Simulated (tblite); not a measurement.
Species: C₆H₁₁BS₂Si.
Atom-mapped SMILES: `[BH2:1][Si@@H:2]([CH2:3][c:4]1[cH:5][cH:6][cH:7][s:8]1)[S:9][CH3:10]` (hydrogens: H11, H12 on B1; H13 on Si2; H14, H15 on C3; H16 on C5; H17 on C6; H18 on C7; H19, H20, H21 on C10)

Computed with GFN2-xTB (tblite), gas phase: L-BFGS steps from a force-field or distance-geometry start until the largest atomic force falls under 0.01 eV/Å.

Step 10: E = -758.6932 eV
```
atom  x, y, z in Å  |  force x, y, z in eV/Å
B1     -0.7684   -2.5318    1.2952    0.034   0.029   0.083
Si2    -1.4247   -0.7851    0.7368    0.053  -0.094   0.037
C3     -0.1888    0.6463    1.1943   -0.006  -0.050  -0.024
C4      1.0922    0.4949    0.4715    0.088  -0.060   0.091
C5      1.4264    0.9727   -0.7557   -0.029  -0.004  -0.062
C6      2.7225    0.5978   -1.1745    0.014  -0.010   0.016
C7      3.3646   -0.1664   -0.2605   -0.015  -0.033   0.123
S8      2.3952   -0.4397    1.1422    0.025  -0.003  -0.053
S9     -1.6735   -0.7460   -1.4229   -0.054   0.116  -0.026
C10    -2.5531    0.8463   -1.5823    0.032  -0.094   0.017
H11     0.2682   -2.9605    0.9544   -0.148   0.034  -0.005
H12    -1.3901   -3.1525    2.0698    0.067  -0.028  -0.078
H13    -2.7413   -0.2991    1.2085    0.075   0.019   0.001
H14    -0.6069    1.6195    0.9469   -0.139   0.060   0.001
H15    -0.0233    0.6218    2.2693    0.027   0.016   0.056
H16     0.7606    1.5704   -1.3493   -0.018   0.052  -0.061
H17     3.1516    0.8865   -2.1159    0.013   0.013  -0.043
H18     4.3480   -0.5907   -0.2996   -0.003   0.010  -0.023
H19    -3.4652    0.7965   -0.9965   -0.015   0.061  -0.032
H20    -1.9162    1.6518   -1.2312   -0.014  -0.009  -0.020
H21    -2.7865    0.9843   -2.6322    0.013  -0.025   0.001
```

Step 11: E = -758.6964 eV
```
atom  x, y, z in Å  |  force x, y, z in eV/Å
B1     -0.7666   -2.5325    1.2993    0.012   0.024   0.054
Si2    -1.4221   -0.7880    0.7394    0.031  -0.036   0.006
C3     -0.1886    0.6470    1.1967   -0.013  -0.042  -0.029
C4      1.0904    0.4944    0.4700    0.100  -0.007   0.042
C5      1.4247    0.9741   -0.7583    0.008  -0.060   0.019
C6      2.7228    0.5973   -1.1735   -0.009  -0.004   0.015
C7      3.3658   -0.1668   -0.2585   -0.036  -0.003   0.071
S8      2.3935   -0.4384    1.1416    0.027  -0.020  -0.027
S9     -1.6758   -0.7444   -1.4233   -0.019   0.062   0.027
C10    -2.5532    0.8450   -1.5813    0.009  -0.039  -0.004
H11     0.2641   -2.9652    0.9555   -0.072   0.028  -0.032
H12    -1.3839   -3.1604    2.0679    0.017  -0.034  -0.029
H13    -2.7373   -0.2920    1.2041    0.067   0.004   0.013
H14    -0.6113    1.6192    0.9451   -0.105   0.010   0.035
H15    -0.0195    0.6223    2.2728    0.010   0.035  -0.007
H16     0.7586    1.5732   -1.3511    0.007   0.033  -0.053
H17     3.1512    0.8857   -2.1154    0.020   0.010  -0.039
H18     4.3498   -0.5924   -0.2982   -0.041   0.028  -0.019
H19    -3.4676    0.8025   -0.9999   -0.032   0.034   0.000
H20    -1.9189    1.6532   -1.2342    0.018   0.003   0.005
H21    -2.7851    0.9828   -2.6304    0.003  -0.026  -0.048
```

Step 12: E = -758.6978 eV
```
atom  x, y, z in Å  |  force x, y, z in eV/Å
B1     -0.7657   -2.5322    1.3019   -0.005   0.018   0.034
Si2    -1.4206   -0.7902    0.7406    0.018   0.012  -0.011
C3     -0.1886    0.6468    1.1971    0.003  -0.018  -0.027
C4      1.0914    0.4943    0.4700    0.032   0.015   0.054
C5      1.4242    0.9734   -0.7588   -0.010  -0.022  -0.011
C6      2.7228    0.5970   -1.1727    0.007   0.002  -0.020
C7      3.3656   -0.1668   -0.2568   -0.015   0.008   0.017
S8      2.3935   -0.4385    1.1413    0.017  -0.029   0.008
S9     -1.6771   -0.7425   -1.4231    0.009   0.007   0.046
C10    -2.5531    0.8440   -1.5809   -0.015   0.017  -0.016
H11     0.2610   -2.9663    0.9553   -0.016   0.016  -0.048
H12    -1.3811   -3.1638    2.0665   -0.012  -0.044   0.004
H13    -2.7345   -0.2893    1.2027    0.058  -0.002   0.019
H14    -0.6150    1.6192    0.9451   -0.073  -0.036   0.045
H15    -0.0179    0.6232    2.2740    0.000   0.037  -0.035
H16     0.7580    1.5749   -1.3528    0.046  -0.010  -0.011
H17     3.1514    0.8856   -2.1159    0.009  -0.003  -0.002
H18     4.3497   -0.5926   -0.2980   -0.047   0.030  -0.014
H19    -3.4688    0.8055   -1.0013   -0.032   0.022   0.008
H20    -1.9197    1.6536   -1.2353    0.024   0.004   0.009
H21    -2.7844    0.9816   -2.6304    0.002  -0.026  -0.051
```

Step 13: E = -758.6988 eV
```
atom  x, y, z in Å  |  force x, y, z in eV/Å
B1     -0.7653   -2.5317    1.3041   -0.014   0.007   0.019
Si2    -1.4193   -0.7915    0.7412    0.012   0.035  -0.013
C3     -0.1886    0.6463    1.1968    0.007   0.007  -0.005
C4      1.0928    0.4945    0.4712   -0.002   0.042  -0.001
C5      1.4237    0.9726   -0.7595    0.008  -0.026   0.018
C6      2.7230    0.5969   -1.1728   -0.007   0.001  -0.012
C7      3.3650   -0.1666   -0.2554   -0.008   0.023  -0.030
S8      2.3940   -0.4393    1.1414    0.002  -0.025   0.030
S9     -1.6777   -0.7410   -1.4221    0.022  -0.026   0.044
C10    -2.5534    0.8437   -1.5811   -0.029   0.050  -0.020
H11     0.2587   -2.9665    0.9542    0.015   0.008  -0.053
H12    -1.3797   -3.1665    2.0656   -0.025  -0.045   0.022
H13    -2.7317   -0.2878    1.2023    0.044  -0.002   0.026
H14    -0.6186    1.6185    0.9461   -0.046  -0.062   0.040
H15    -0.0171    0.6244    2.2739   -0.007   0.032  -0.041
H16     0.7586    1.5757   -1.3539    0.049  -0.023   0.004
H17     3.1518    0.8855   -2.1163    0.007  -0.009   0.013
H18     4.3486   -0.5920   -0.2982   -0.028   0.021  -0.009
H19    -3.4700    0.8076   -1.0020   -0.022   0.017   0.002
H20    -1.9197    1.6537   -1.2358    0.017   0.000   0.004
H21    -2.7840    0.9804   -2.6314    0.005  -0.026  -0.036
```

Task: Estimate the geometry and energy of step 14. (The exact step hangs on the optimiser's Hessian estimate; all steps are aligned on step 13, rigid shifts and turns removed.)

Result: E = -758.6999 eV, largest force 0.074 eV/Å
```
atom  x, y, z in Å  |  force x, y, z in eV/Å
B1     -0.7649   -2.5313    1.3071   -0.018  -0.015   0.001
Si2    -1.4175   -0.7922    0.7418    0.010   0.038  -0.001
C3     -0.1884    0.6458    1.1964    0.016   0.027   0.010
C4      1.0944    0.4956    0.4724   -0.044   0.044  -0.016
C5      1.4234    0.9712   -0.7598    0.006   0.006   0.008
C6      2.7229    0.5967   -1.1728   -0.003  -0.002  -0.017
C7      3.3641   -0.1659   -0.2542    0.006   0.021  -0.055
S8      2.3944   -0.4404    1.1418   -0.013  -0.009   0.036
S9     -1.6782   -0.7398   -1.4201    0.021  -0.039   0.025
C10    -2.5543    0.8444   -1.5816   -0.031   0.060  -0.018
H11     0.2564   -2.9669    0.9520    0.031   0.006  -0.051
H12    -1.3784   -3.1710    2.0652   -0.030  -0.033   0.029
H13    -2.7276   -0.2857    1.2021    0.022   0.002   0.035
H14    -0.6237    1.6166    0.9479   -0.021  -0.067   0.024
H15    -0.0160    0.6265    2.2732   -0.010   0.020  -0.028
H16     0.7602    1.5762   -1.3554    0.050  -0.039   0.023
H17     3.1523    0.8852   -2.1166    0.000  -0.014   0.028
H18     4.3470   -0.5910   -0.2985    0.000   0.009  -0.006
H19    -3.4720    0.8106   -1.0029   -0.004   0.012  -0.010
H20    -1.9195    1.6541   -1.2364    0.004  -0.005  -0.007
H21    -2.7833    0.9784   -2.6332    0.008  -0.022  -0.012
```

The energy changes by -0.0011 eV. The first-order estimate −F·Δx gives -0.0015 eV and the mean of the old and new forces, exact on a quadratic surface, -0.0011 eV. The step makes an angle of 53° with the force vector and moves no atom by more than 0.006 Å.

What follows is the cost of the whole relaxation. On an Arm Neoverse N1 with one thread, shared host with 64 logical CPUs at a one-minute load of 62, this took 1.2 s wall.
